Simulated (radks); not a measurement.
Pr2+, 57 electrons, occupied as [Xe] 4f3.

All-electron calculation, Dirac Kohn-Sham, PBEsol, spin-unpolarised, spherical densities, finite nucleus; open shells fill j = l - 1/2 first; Fermi nuclear charge, rms radius 4.8919 fm. Program: a radial shooting solver on a logarithmic mesh with Libxc functionals.

Energy parts (hartree):
| part | energy |
|---|---|
| total | -9238.1250 |
| kinetic | 9934.8063 |
| electron-nucleus | -22518.9953 |
| Hartree | 3558.9920 |
| exchange-correlation | -212.9280 |

Orbitals (lengths in bohr, moments of r in powers of bohr; <r^-3> diverges for s and p1/2):
orbital  occ.  eigenvalue (hartree)   <1/r>  <r^-3>  small-component weight
1s1/2       2             -1534.956   64.66       -                4.78e-02
2s1/2       2             -247.2294   15.28       -                1.04e-02
2p1/2       2             -233.7246   15.26       -                1.04e-02
2p3/2       4             -216.0148   13.77    7506                9.80e-03
3s1/2       2             -53.68344   5.523       -                3.21e-03
3p1/2       2             -47.93430   5.438       -                3.15e-03
3p3/2       4             -44.42623   5.065    1528                2.97e-03
3d3/2       4             -34.38065   4.934   251.9                2.85e-03
3d5/2       6             -33.62419   4.839   228.2                2.80e-03
4s1/2       2             -11.02860   2.291       -                9.93e-04
4p1/2       2              -8.87759   2.186       -                9.24e-04
4p3/2       4              -8.12122   2.062   330.3                8.64e-04
4d3/2       4              -4.58814   1.840   45.11                7.13e-04
4d5/2       6              -4.45556   1.809   40.44                6.97e-04
5s1/2       2              -1.89949  0.8817       -                2.11e-04
5p1/2       2              -1.32592  0.7753       -                1.67e-04
5p3/2       4              -1.22185  0.7326   45.03                1.52e-04
4f5/2       3              -0.51292   1.202   4.395                3.41e-04
4f7/2       0              -0.50018   1.188   4.251                3.34e-04

The highest occupied level is 4f5/2 at -13.957 eV. The electron density at the nucleus is 4.163e+05 e/bohr^3. Summed over all electrons, <r^2> = 42.66 bohr^2, which gives a Langevin (diamagnetic) susceptibility term of -33.8 x 10^-6 cm^3/mol. For comparison, the ionisation energy in NIST's Atomic Spectra Database is 21.624 eV (measured). In exact Kohn-Sham theory the highest level is minus the ionisation energy, but local and semilocal functionals leave it too shallow, through self-interaction and a potential that decays too fast; potentials with the right tail come closer.

Beside tabulated values, note that spin-unpolarised runs miss the spin-polarisation part of the exchange energy of open shells.
